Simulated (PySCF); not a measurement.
Job file and geometry (Å, from PBE0-D3(BJ)/def2-SVP) of an NMR shielding run on SMILES CC1[SiH2]C[SiH2]1, C3H10Si2, GIAO PBE0/pcSseg-1 NMR shielding, non-relativistic, gas phase (PySCF 2.14.0, density-fitted response routines); density fitting, a coarse starting grid and PySCF grid level 2 are the driver's defaults:

```
$ OMP_NUM_THREADS=1 python probes_run.py task.json out

{"job": {"kind": "nmr", "xc": "PBE0", "basis": "pcSseg-1"}, "charge": 0, "multiplicity": 1}
C      2.004543    -0.524115    -0.313302
C      0.735280     0.024660     0.319353
Si    -0.832464    -1.036499     0.576458
C     -1.932281     0.478346     0.237040
Si    -0.404735     1.271538    -0.572802
H      2.758362     0.263708    -0.474941
H      1.796955    -0.980725    -1.293995
H      2.475564    -1.299355     0.312864
H      0.952984     0.476338     1.307766
H     -0.969754    -2.067763    -0.500256
H     -0.990293    -1.708944     1.905410
H     -2.842272     0.347747    -0.364352
H     -2.200793     0.994012     1.174126
H     -0.167276     2.725643    -0.303480
H     -0.392661     1.051380    -2.053718
```

Problem. Write the output of this run.

Solution. 
```
coarse grid: 12712 points
cycle   1  E = -698.8033502298  dE =  2.161e-01  |g| = 4.618e-01  |ddm| = 3.367e+00
cycle   2  E = -698.7663153849  dE =  3.703e-02  |g| = 5.819e-01  |ddm| = 1.004e+00
cycle   3  E = -698.8586208868  dE = -9.231e-02  |g| = 4.117e-02  |ddm| = 6.504e-01
cycle   4  E = -698.8589898311  dE = -3.689e-04  |g| = 2.043e-02  |ddm| = 7.056e-02
cycle   5  E = -698.8590911358  dE = -1.013e-04  |g| = 4.357e-03  |ddm| = 2.196e-02
cycle   6  E = -698.8590954412  dE = -4.305e-06  |g| = 1.325e-03  |ddm| = 5.321e-03
final grid: 111200 points
cycle   7  E = -698.8881661706  dE = -1.624e-05  |g| = 6.601e-03  |ddm| = 1.731e-02
cycle   8  E = -698.8881580632  dE =  8.107e-06  |g| = 8.527e-03  |ddm| = 1.476e-02
cycle   9  E = -698.8881775881  dE = -1.952e-05  |g| = 4.598e-04  |ddm| = 8.644e-03
cycle  10  E = -698.8881776269  dE = -3.884e-08  |g| = 1.658e-04  |ddm| = 5.242e-04
cycle  11  E = -698.8881776334  dE = -6.467e-09  |g| = 2.776e-05  |ddm| = 1.355e-04
cycle  12  E = -698.8881776335  dE = -1.401e-10  |g| = 1.235e-05  |ddm| = 4.345e-05
converged SCF energy = -698.8881776335

GIAO shielding tensors (ppm)
atom      isotropic    diamagn.    paramagn.     s11        s22        s33       span
  0 C      170.216     241.721     -71.505    161.637    162.332    186.679     25.042
  1 C      176.475     258.066     -81.591    156.032    172.049    201.345     45.314
  2 Si     377.851     880.834    -502.982    341.092    365.096    427.367     86.276
  3 C      195.987     259.714     -63.727    186.376    195.197    206.389     20.013
  4 Si     377.917     880.837    -502.920    341.158    365.127    427.466     86.308
  5 H       30.047      28.007       2.040     25.070     27.604     37.467     12.397
  6 H       30.110      28.966       1.144     25.711     28.832     35.787     10.075
  7 H       30.046      28.002       2.044     25.069     27.593     37.477     12.407
  8 H       30.313      32.613      -2.300     26.033     29.939     34.966      8.934
  9 H       26.671      29.840      -3.169     24.042     25.102     30.868      6.825
 10 H       26.302      29.296      -2.994     22.654     24.103     32.149      9.495
 11 H       31.072      30.186       0.887     26.154     27.250     39.814     13.659
 12 H       31.017      31.021      -0.004     27.006     27.849     38.194     11.188
 13 H       26.303      29.295      -2.992     22.655     24.103     32.150      9.495
 14 H       26.671      29.842      -3.170     24.045     25.104     30.865      6.821
```

Size and cost of the density-fitted run: 149 basis functions, 13 s wall time on 1 thread of an Intel Xeon Platinum 8488C, shared host; peak memory 0.86 GiB.
